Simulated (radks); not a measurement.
Results of a calculation; reference values are marked as such.
Ionisation of the chlorine ion Cl+, [Ne] 3s2 3p4, to [Ne] 3s2 3p3 as the strength of local exchange is varied. Code: a radial shooting solver on a logarithmic mesh with Libxc functionals. Model: scalar-relativistic Kohn-Sham, Slater X-alpha exchange (alpha = 2/3 is LDA exchange), no correlation, spin-polarised, spherical densities, finite nucleus; open shells are filled with parallel spins first; Fermi nuclear charge, rms radius 3.3654 fm.

alpha  E(Cl+) (hartree)  exchange (hartree)  IE (eV)  -e of the level emptied (eV)  <r> of it (bohr)
0.641        -457.40551           -24.08407   21.723                   16.412 (3p)             1.754
0.667        -458.38352           -25.10520   22.024                   16.713 (3p)             1.746
0.726        -460.60924           -27.43513   22.717                   17.406 (3p)             1.726
0.798        -463.33740           -30.30239   23.580                   18.271 (3p)             1.702
0.991        -470.71555           -38.11793   25.984                   20.699 (3p)             1.642

NIST Atomic Spectra Database: 23.814 eV (measured). The Delta-SCF value meets it near alpha = 0.82. Open shells are spherical and high-spin; term and fine-structure splittings are not resolved.
